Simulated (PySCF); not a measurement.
PySCF 2.14 output of an unrestricted LDA calculation on a single atom or ion in x2c-QZVPPall with one added diffuse shell each of s, p, d, f type (12s9p6d5f1g, 113 functions), with the spin-free X2C one-electron Hamiltonian (Gaussian nucleus):

```
SCF conv_tol = 1e-09
number electrons alpha = 18  beta = 14
    P. A. M. Dirac.,  Math. Proc. Cambridge Philos. Soc. 26, 376 (1930)
    F. Bloch.,  Z. Phys. 57, 545 (1929)
    S. H. Vosko, L. Wilk, and M. Nusair.,  Can. J. Phys. 58, 1200 (1980)
cycle= 1 E= -2424.83292410185  delta_E= -0.0348  |g|= 0.149  |ddm|= 0.19
cycle= 2 E= -2424.832371751  delta_E= 0.000552  |g|= 0.18  |ddm|= 0.0585
cycle= 3 E= -2424.83455969764  delta_E= -0.00219  |g|= 0.00248  |ddm|= 0.0281
cycle= 4 E= -2424.83456034095  delta_E= -6.43e-07  |g|= 0.000645  |ddm|= 0.00096
cycle= 5 E= -2424.83456037943  delta_E= -3.85e-08  |g|= 5.5e-06  |ddm|= 0.000198
cycle= 6 E= -2424.83456037944  delta_E= -1e-11  |g|= 1.52e-06  |ddm|= 7.37e-06
converged SCF energy = -2424.83456037944  <S^2> = 6.0008209  2S+1 = 5.0003284
```

The run itself started from symmetry-adapted Hartree-Fock orbitals and held the occupation by maximum overlap, on a logarithmic radial grid, so the iterations belong to that start.

Problem. Which element, charge and spin multiplicity is this?

Solution. Se²⁺ (selenium, charge +2), multiplicity 5; the state was [Ar] 3d10 4s1 4p3, high-spin 5S determinant (an excited configuration).
